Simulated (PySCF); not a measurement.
Spinor energies of La+ (lanthanum, charge +1)

Start: [Xe] 5d2; 5d3/2 filled at m_j = +1/2, +3/2. Calculated with PySCF 2.14 in x2c-QZVPPall-2c: generalised Hartree-Fock with the X2C-1e Hamiltonian and a Gaussian nucleus; one run each with spin-orbit coupling (SO) switched off, then screened by Boettger's factors.

```
spinor shell  electrons  ε, spin-free (eV)  ε, screened SO (eV)  weight of nominal j (screened SO)  rms radius, screened SO (bohr)
       1s1/2          2           -39125.0             -39120.2                              1.000                          0.0286
       2s1/2          2            -6339.9              -6338.4                              1.000                           0.116
       2p1/2          2            -5675.7              -5964.6                              1.000                           0.100
       2p3/2          4            -5675.7              -5547.9                              1.000                           0.106
       3s1/2          2            -1404.9              -1404.6                              1.000                           0.303
       3p1/2          2            -1187.9              -1245.7                              1.000                           0.295
       3d3/2          4            -876.23              -886.69                              1.000                           0.279
       3d5/2          6            -876.23              -868.97                              1.000                           0.283
       4s1/2          2            -306.11              -306.07                              1.000                           0.694
       4p1/2          2            -232.67              -245.17                              1.000                           0.719
       4p3/2          4            -232.67              -227.18                              1.000                           0.746
       4d3/2          4            -123.07              -125.11                              0.999                           0.820
       4d5/2          6            -123.07              -121.76                              1.000                           0.830
       5s1/2          2            -52.725              -52.820                              1.000                            1.68
       5p1/2          2            -32.223              -34.953                              0.957                            1.90
       5p3/2          4            -32.223              -31.081                              0.978                            1.95
       5d3/2          2            -10.786              -10.865                              0.894                            3.16
```

Question: Where does 3p3/2 lie, and what is the 3p spin-orbit splitting (screened SO)?

Answer: At -1162.2 eV, 83.453 eV above 3p1/2.

```tsv
quantity	spin-free	screened SO
E (hartree)	-8487.57201	-8491.03229
M_J	2	2
⟨J²⟩	8.021	6.425
⟨L²⟩	12.017	10.922
⟨S²⟩	2.004	1.755
```

The determinant has a definite M_J but mixes levels of different J.

Each row is a mean over spinors that exchange with the open shell spreads, by up to 2.101 eV (5p1/2).

Rows whose weight is well below 1 are mixtures of j = l ± 1/2: exchange outweighs spin-orbit coupling there, and the label is only the starting occupation.

Breit and QED terms are absent; they matter most for the inner s and p1/2 levels.

Densities and radii are taken from the X2C orbitals without a picture-change correction, which distorts them close to the nucleus.

Without spin-orbit coupling the j labels of p, d and f shells carry no meaning; the spin-free column gives the mean over the occupied spinors of each nl shell, and its ⟨J²⟩ belongs to a mixture of degenerate components.
